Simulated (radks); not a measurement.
Results of a calculation; reference values are marked as such.
Question: The neon ion Ne3+, [He] 2s2 2p3. Code: a radial shooting solver on a logarithmic mesh with Libxc functionals. Model: non-relativistic Kohn-Sham, exchange-only B88, spin-polarised, spherical densities, point nucleus. Every spin shell is full or empty, so the densities are truly spherical. Functionals are evaluated on that one density, not self-consistently. Rank these orbital-free kinetic functionals by their error against the exact value of the orbitals, and give that value: Thomas-Fermi, von Weizsacker, TF + vW, TF + vW/9, TF + vW/5, LC94, APBEK, revAPBEK, Thakkar, Pearson, LKT, PG1, DePristo-Kress, Ernzerhof.

Answer: Exact: 124.083 hartree. From best to worst, with 100 (|E| - |E exact|)/|E exact| (equal figures are ties): Thakkar +0.12, LC94 +0.12, APBEK +0.20, TF + vW/9 -0.23, DePristo-Kress -0.51, revAPBEK +0.77, Ernzerhof +1.10, Pearson -2.77, TF + vW/5 +6.48, Thomas-Fermi -8.63, von Weizsacker -24.43, PG1 +34.77, LKT +41.33, TF + vW +66.94.
